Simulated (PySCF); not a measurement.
Br₃Sb, SMILES [Br][Sb-]([Br])[Br], charge -1, multiplicity 2.

The structure is a stationary point at r2SCAN-D4/def2-SVPD. The def2 effective core potentials stand for the cores of Sb; spin–orbit coupling is left out.

Level of theory: r2SCAN-D4/def2-SVPD (PySCF).

Frequencies are harmonic and unscaled.

### Question
Give all harmonic wavenumbers and intensities. (The exact figures need the calculation; the answer reports its results.)

### Answer

```csv
mode,ν (cm⁻¹),IR (km/mol),moving atoms (share of kinetic energy)
1,28,2.8,"Sb 61 %, Br 39 %"
2,38,1.0,"Br 77 %, Sb 23 %"
3,66,1.3,Br 96 %
4,142,3.6,Br 98 %
5,164,160.4,"Sb 60 %, Br 40 %"
6,221,27.5,"Br 59 %, Sb 41 %"
```
